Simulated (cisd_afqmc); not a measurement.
Input (AFQMC/CISD/cc-pVDZ; cisd_afqmc is a phaseless AFQMC code with CISD trial states that reads the integrals written by Ansatz):

Ansatz 0.2 input:
```python
import cisd_afqmc

open("ham.yaml", "w").write("""\
crystal:
  periodic: [false, false, false]
  atoms:
    - {symbol: Ge, position_ang: [-0.00000000, -0.00000000, -0.38851526]}
    - {symbol: F, position_ang: [0.00000000, 0.00000000, 1.38138759]}
basis:
  gaussian:
    orbitals: cc-pVDZ
magnetization: {spin_polarized: true, initial_magnetization: 1}
correlation: {method: ccsd, electrons: outside_noble_gas, hamiltonian_folder: ham}
""")
rep = cisd_afqmc.ansatz("ham.yaml")
e_ccsd = rep["correlation"]["coupled_cluster"]["energy"]["hartree"]
out = cisd_afqmc.run("ham", e_ccsd, trial="CISD", walkers=200, populations=8, threads=8, dt=0.005, steps=40, early=24, settle=10, least=32,
    cut=5e-5, rank_cut=2e-4, target=0.0004, seconds=1500, seed=1, memory=17280, gpu=False)
```

Output:

```
orbitals 26, occupied [6, 5], factors 130 of 460, rank of the doubles 135 of 225
E(HF) = -2174.778567
E(CCSD) on the cut factors = -2175.037728, shift to the whole factors 0.000002
Energy of the trial state on the determinant = -2175.037777
  tau behind 7.2 of longer steps, mean of the populations' last blocks
   2.0  -2175.04369
   4.0  -2175.04417
   6.0  -2175.04431
   8.0  -2175.04483
blocks 264 (0 outliers left out), error by blocks joined: 1: 0.00017, 2: 0.00021, 4: 0.00024, 8: 0.00025, 16: 0.00029
E(AFQMC/CISD) = -2175.04457 +/- 0.00029
```
